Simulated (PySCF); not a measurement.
## The third ionisation energy along the third row

All values are computed (PySCF 2.14, energy differences of UHF-based or UKS calculations, no spin-orbit coupling). Values in eV. The last column holds reference values (NIST; (s) semi-empirical, (t) theoretical, else measured). Unmarked ones compare directly (S terms, centres of terms, or small fine structure); those marked * lie between the lowest fine-structure levels and include a spin-orbit shift.

```tsv
element	configurations	UHF	CCSD (valence)	LDA	PBE	PBE0	r2SCAN	reference
Al (aug-cc-pVQZ-DK, spin-free X2C)	[Ne] 3s1 → [Ne]	28.091	n/a	28.883	28.886	28.745	28.429	28.448
Si (aug-cc-pVQZ-DK, spin-free X2C)	[Ne] 3s2 → [Ne] 3s1	32.021	33.256	33.601	33.459	33.317	32.935	33.493
S (aug-cc-pVQZ-DK, spin-free X2C)	[Ne] 3s2 3p2 → [Ne] 3s2 3p1	34.152	34.704	34.876	34.829	34.871	35.023	34.86 ± 0.04 (s) *
Cl (aug-cc-pVQZ-DK, spin-free X2C)	[Ne] 3s2 3p3 → [Ne] 3s2 3p2	38.961	39.578	39.670	39.580	39.662	39.844	39.8 ± 0.11 (s) *
Ar (aug-cc-pVQZ-DK, spin-free X2C)	[Ne] 3s2 3p4 → [Ne] 3s2 3p3	39.390	40.451	40.853	40.719	40.719	40.694	40.735 ± 0.012 (s) *
```

Task: Fill in the row of P (aug-cc-pVQZ-DK, spin-free X2C) ([Ne] 3s2 3p1 → [Ne] 3s2).

Result: UHF 29.577; CCSD (valence) 30.017; LDA 30.197; PBE 30.236; PBE0 30.257; r2SCAN 30.369; reference 30.203 * (eV).

"Valence" correlates the outer s and p shells and, in groups 3 to 12 and the f block, the outer d or f shell, open or full, or the next shell where the ion has no valence electron left; the wider scheme adds the next inner shell.
